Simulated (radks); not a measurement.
The numbers below are computed, except where a source is named.
Q: Species: Gd. Configuration: [Xe] 4f6.5 5d1.5 6s2 (fractional occupations, a model configuration). Code: a radial shooting solver on a logarithmic mesh with Libxc functionals. Model: Dirac Kohn-Sham, LDA (Slater exchange, Perdew-Wang correlation), spin-unpolarised, spherical densities, finite nucleus; open shells are shared between the two j in proportion to 2j + 1; Fermi nuclear charge, rms radius 5.1569 fm. Some entries of the table are withheld. Estimate them.

orbital     occ.  eigenvalue (eV)  r(max) (bohr)
1s1/2          2        -49998.61        0.01393
2s1/2          2              (1)        0.07924
2p1/2          2        -7843.457        0.05982
2p3/2          4        -7148.480        0.06565
3s1/2          2        -1833.247         0.2247
3p1/2          2        -1653.876         0.2118
3p3/2          4        -1511.394         0.2242
3d3/2          4        -1200.170         0.1779
3d5/2          6        -1169.101         0.1814
4s1/2          2        -371.8667         0.5159
4p1/2          2        -301.9926         0.5200
4p3/2          4        -270.0134         0.5463
4d3/2          4        -154.5539         0.5535
4d5/2          6        -148.7567         0.5621
5s1/2          2         -51.5873          1.188
5p1/2          2         -31.9941          1.290
5p3/2          4         -27.4314          1.366
4f5/2    2.78571         -12.5336            (2)
4f7/2    3.71429         -11.7463            (3)
6s1/2          2          -4.4307          3.281
5d3/2        0.6              (4)            (5)
5d5/2        0.9              (6)            (7)

A: 
(1) 2s1/2 eigenvalue (eV): -8256.006
(2) 4f5/2 r(max) (bohr): 0.5600
(3) 4f7/2 r(max) (bohr): 0.5648
(4) 5d3/2 eigenvalue (eV): -3.4048
(5) 5d3/2 r(max) (bohr): 1.882
(6) 5d5/2 eigenvalue (eV): -3.0946
(7) 5d5/2 r(max) (bohr): 1.931
